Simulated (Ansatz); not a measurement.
Consider the substitution at a C–Ge bond: `FC[CH](F)[GeH3]` + `OC(F)F` → `FCC(F)OC(F)F` + GeH₄.

Isolated molecules relaxed with PBE0-D4/def2-TZVP in Ansatz; ΔE leaves out vibrations. CCSD(T)/CBS adds triple-zeta CCSD(T) − MP2 to the extrapolated MP2 energy (def2 sets, frozen cores). DFT in def2-TZVPP. B3LYP here is the variant with VWN-RPA as its local correlation; programs differ in this. For Ge outer-core shells are correlated without core-valence functions, which leaves a few kJ/mol of doubt a bond. Scalar relativity is left out up to krypton. Each species was taken in one conformer, which may not be the lowest.

| level | ΔE (kcal/mol) |
| --- | --- |
| B3LYP-D4 | 5.2 |
| MP2/CBS(def2) | 7.9 |

(1) What does CCSD(T)/CBS give? (An estimate is asked.)

Largest T1 diagnostic among the species: 0.012.

Results:

(1) The calculation gave: +6.2 kcal/mol. The listed levels differ from it by -1.0, 1.7 kcal/mol.

In def2-TZVPP, CCSD(T) changes the Hartree–Fock value by +4.2 kcal/mol (the triples alone add +0.3 kcal/mol) and MP2 by +5.8 kcal/mol. From PBE to PBE0 (25 % exact exchange), in def2-TZVPP and without D4, ΔE moves by −1.0 kcal/mol.
